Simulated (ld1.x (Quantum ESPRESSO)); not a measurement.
What the settings do to the PAW potential of Rb (Z = 37)

Base potential:

```
Element                 : rubidium
Generator               : ld1.x (Quantum ESPRESSO) 7.5
Type                    : PAW
Functional              : LDA (PZ)
Relativity              : fully relativistic
Frozen core             : [Ar] 3d10
Valence charge          : 9
Reference configuration : 4s2 4p6 4d0 5s0 5p1
Partial waves           : 4s (bound): rcut 1.90, rcutus 2.10 bohr; 5s (bound, empty): rcut 1.90, rcutus 2.10 bohr; 4p (bound): rcut 3.25, rcutus 3.45 bohr; 5p (bound): rcut 3.25, rcutus 3.45 bohr; 4d (bound, empty): rcut 3.80, rcutus 4.25 bohr; 4d channel at 3.55 Ry: rcut 3.80, rcutus 4.25 bohr
Local potential         : all-electron potential smoothed inside 2.85 bohr (lloc = -1)
Core correction         : a·sin(br)/r model core, default radius (ld1.x builds one for every PAW set, though the input has nlcc=.false.)
Augmentation charge     : PSQ, inside the norm-conserving radii
```

Open shells are filled in proportion to 2j + 1 (rel_dist='average').

Cutoffs, loose and tight: the cutoffs (Ry, on a coarse ladder) from which the occupation-weighted sum of valence levels, in a spherical-Bessel basis at the reference potential, stays within 10 and 1 mRy of its value at 400 Ry. They do not see the model core or the augmentation charge, which bear on the density cutoff. Test errors are all-electron minus pseudo excitation energies from the reference, over the configurations 4s2 4p6 4d0 5s1 5p0; 4s2 4p6 4d0 5s0 5p0; 4s2 4p6 4d0 5s0.5 5p0; 4s1 4p6 4d0 5s1 5p0; 4s2 4p5 4d0 5s1 5p0; 4s2 4p6 4d1 5s0 5p0; 4s2 4p6 4d0.5 5s0.5 5p0. A dash means not determined; rows that change the core or the reference have their own tests. The largest error is taken over the tests solved by every variant that gives reliable tests at all: 4s2 4p6 4d0 5s0 5p0; 4s2 4p6 4d0 5s0.5 5p0; 4s2 4p6 4d0 5s1 5p0.

Cutoffs are not given where the Bessel-basis levels miss the radial ones by over 6 mRy, ghosts where they miss by over 20 mRy; a channel whose overlap is not positive is not tested.

The default core radius of the base comes out at 0.93 bohr.

```tsv
change	outcome	bound ghosts	largest test error (meV)
base	generated	not determined	+1.4
local potential all-electron potential smoothed inside 1.70 bohr (lloc = -1)	generated	not determined	+12
wave 4d channel at 3.55 Ry: rcut 3.80, rcutus 4.25 bohr becomes 4d channel at 6.67 Ry: rcut 3.80, rcutus 4.25 bohr	generated	not determined	+1.4
local potential all-electron potential smoothed inside 2.50 bohr (lloc = -1)	generated	not determined	-7.2
waves 4s (bound): rcut 1.90, rcutus 2.22 bohr; 5s (bound): rcut 1.90, rcutus 2.22 bohr	generated	not determined	test run stopped at test 1 of 7 (negative rho)
core correction a·sin(br)/r model core inside 1.32 bohr	generated	not determined	+1.4
all radii but the core radius scaled by about 1.18 (s 2.48, p 4.08, d 5.02 bohr, rcut 2.24/3.84/4.50); local potential all-electron potential smoothed inside 3.36 bohr (lloc = -1)	generated	not determined	test run stopped at test 1 of 7 (negative rho)
functional PBE	generated	not determined	+1.9
```
